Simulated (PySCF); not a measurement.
CsRb⁺: input and log

State: ²Σ⁺ (doublet), unpaired electrons σ ↑.

An equivalent input (the run itself took its basis sets from the Basis Set Exchange, started from a PBE0 density and held the occupation σ 5α 4β, πx 2α 2β, πy 2α 2β):

```python
from pyscf import gto, dft
mol = gto.M(atom='Cs 0 0 0; Rb 0 0 5.265', basis={'Cs': 'def2-SVP', 'Rb': 'def2-SVP'}, ecp={'Cs': 'def2-SVP', 'Rb': 'def2-SVP'},
            charge=1, spin=1, verbose=4, symmetry='C2v')
mf = dft.UKS(mol, xc='R2SCAN')
mf.grids.atom_grid = (80, 434)
mf.grids.prune = dft.gen_grid.treutler_prune
mf.irrep_nelec = {'A1': (5, 4), 'B1': (2, 2), 'B2': (2, 2)}
mf.conv_tol = 1e-9
mf.max_cycle = 60
mf.diis_space = 10
mf.kernel()
```

The log (some set-up lines and the per-cycle HOMO/LUMO lines removed):

```
******** <class 'pyscf.dft.uks_symm.SymAdaptedUKS'> ********
method = SymAdaptedUKS
damping factor = 0
level_shift factor = 0
DIIS = <class 'pyscf.scf.diis.CDIIS'>
diis_start_cycle = 1
diis_space = 10
diis_damp = 0
SCF conv_tol = 1e-09
SCF conv_tol_grad = None
SCF max_cycles = 60
number electrons alpha = 9  beta = 8
Set gradient conv threshold to 3.16228e-05
init E= -44.1252153817871
cycle= 1 E= -44.1253890992034  delta_E= -0.000174  |g|= 0.00314  |ddm|= 0.086
cycle= 2 E= -44.1253985228466  delta_E= -9.42e-06  |g|= 0.00118  |ddm|= 0.0174
cycle= 3 E= -44.1253999261905  delta_E= -1.4e-06  |g|= 0.00019  |ddm|= 0.0052
cycle= 4 E= -44.1254000253757  delta_E= -9.92e-08  |g|= 3.96e-05  |ddm|= 0.0022
cycle= 5 E= -44.1254000293855  delta_E= -4.01e-09  |g|= 8.51e-06  |ddm|= 0.000384
cycle= 6 E= -44.1254000296027  delta_E= -2.17e-10  |g|= 1.69e-06  |ddm|= 7.8e-05
Extra cycle  E= -44.1254000296066  delta_E= -3.89e-12  |g|= 8.75e-07  |ddm|= 1.6e-05
converged SCF energy = -44.1254000296066  <S^2> = 0.75016152  2S+1 = 2.0001615
```

Repeating this along the bond gives Re = 5.218 Å and ωe = 34.1 cm⁻¹.

A point of this curve took 0.61 CPU seconds beside 0.07 for the integrals, on Arm Neoverse V1 (shared host).

Spin–orbit coupling is left out. The state is the lowest determinant that a PBE0 search found; another state may lie lower at other levels.
